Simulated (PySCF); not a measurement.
## `C=C[P+](C)(C)CC`: 4 charge schemes on one density

Species: C₆H₁₄P (charge +1).
Numbering: `[CH2:1]=[CH:2][P+:3]([CH3:4])([CH3:5])[CH2:6][CH3:7]` (hydrogens: H8, H9 on C1; H10 on C2; H11, H12, H13 on C4; H14, H15, H16 on C5; H17, H18 on C6; H19, H20, H21 on C7)

Geometry (GFN2-xTB, Å), atoms numbered from 1 in this order:
```
atom  x, y, z in Å
C1    -1.2918    2.1106   -0.6883
C2    -0.7265    1.4782    0.3288
P3    -0.3005   -0.2677    0.3272
C4    -0.9188   -1.0891   -1.1598
C5    -1.0460   -1.0337    1.7885
C6     1.5126   -0.4294    0.4520
C7     2.2258    0.1958   -0.7424
H8    -1.5229    3.1619   -0.6329
H9    -1.5495    1.6170   -1.6112
H10   -0.4724    1.9917    1.2487
H11   -0.4742   -0.6455   -2.0495
H12   -0.6590   -2.1469   -1.1192
H13   -2.0030   -0.9881   -1.2058
H14   -2.1291   -0.9253    1.7480
H15   -0.6730   -0.5477    2.6895
H16   -0.7908   -2.0922    1.8214
H17    1.7518   -1.4928    0.5402
H18    1.8155    0.0632    1.3809
H19    2.0087   -0.3441   -1.6607
H20    1.9335    1.2365   -0.8715
H21    3.3006    0.1644   -0.5846
```

Density: PBE0/pcSseg-1 (PySCF); schemes: Mulliken, IAO, Hirshfeld and ESP-fitted. One conformer (not necessarily the lowest) at the GFN2-xTB geometry, without solvent, vibrations or thermal averaging.

**Question.** What partial charge does each atom carry?

**Answer.** In e; atoms taken as equivalent share a row and are averaged (×n: the atom named and its like, n in all):

```
       atom                     environment  Mulliken     IAO  Hirshfeld  ESP-fitted
         C1            terminal =CH2 carbon    -0.049  -0.221     -0.017      -0.226
         C2                alkene CH carbon    -0.401  -0.394     -0.074      -0.296
         P3          phosphonium phosphorus    +0.435  +1.213     +0.483      +0.724
      C4/C5  sp3 carbon bound to phosphorus    -0.415  -0.642     -0.124      -0.691
         C6  sp3 carbon bound to phosphorus    -0.408  -0.460     -0.080      -0.103
         C7                   methyl carbon    -0.272  -0.425     -0.102      -0.236
         H8                vinylic hydrogen    +0.179  +0.198     +0.090      +0.209
         H9                vinylic hydrogen    +0.154  +0.169     +0.072      +0.177
        H10                vinylic hydrogen    +0.179  +0.187     +0.075      +0.204
   H11 (×6)                 methyl hydrogen    +0.195  +0.194     +0.081      +0.240
    H17/H18              methylene hydrogen    +0.192  +0.179     +0.072      +0.099
H19/H20/H21                 methyl hydrogen    +0.152  +0.164     +0.058      +0.098
```

Mean size of the charges over all atoms: IAO 0.313 e, ESP-fitted 0.261 e, Mulliken 0.234 e, Hirshfeld 0.097 e. Each set sums to the total charge, 1, to within 0.001 e. The ESP scheme is a least-squares fit of atom-centred charges to the potential on four shells outside the van der Waals surface, with the total charge fixed. The Hirshfeld scheme weights the molecular density at each point by an atom's share of the summed free-atom densities.

Some averages cover members that differ in this geometry: C4/C5, ESP-fitted -0.773 to -0.609; H11 (×6), ESP-fitted +0.215 to +0.273; H19/H20/H21, ESP-fitted +0.080 to +0.126; C4/C5, Mulliken -0.436 to -0.395 e.

Lowest charge. All schemes agree: Mulliken C4/C5 (-0.415); IAO C4/C5 (-0.642); Hirshfeld C4/C5 (-0.124); ESP-fitted C4/C5 (-0.691).

Highest charge. All schemes agree: Mulliken P3 (+0.435); IAO P3 (+1.213); Hirshfeld P3 (+0.483); ESP-fitted P3 (+0.724).

**Question.** How many electrons does the IAO scheme count on C5?

**Answer.** Its own charge is -0.641 e, so Z − q = 6.641.

**Question.** How closely do the schemes follow one another over all atoms?

**Answer.** Correlation coefficient and root-mean-square difference: IAO with Hirshfeld 0.98, 0.278 e; IAO with ESP-fitted 0.93, 0.150 e; Mulliken with IAO 0.92, 0.191 e; Mulliken with ESP-fitted 0.90, 0.144 e; Hirshfeld with ESP-fitted 0.88, 0.221 e; Mulliken with Hirshfeld 0.83, 0.166 e.

**Question.** Sum the charges by element, for elements with more than one atom.

**Answer.** 
| element | atoms | Mulliken | IAO | Hirshfeld | ESP-fitted |
| --- | --- | --- | --- | --- | --- |
| C | 6 | -1.961 | -2.783 | -0.521 | -2.243 |
| H | 14 | +2.525 | +2.570 | +1.038 | +2.519 |

These values come from a run that also computed NMR shieldings. Cost: about 80 s of CPU time on one thread; the machine was shared, so the figure is rough.
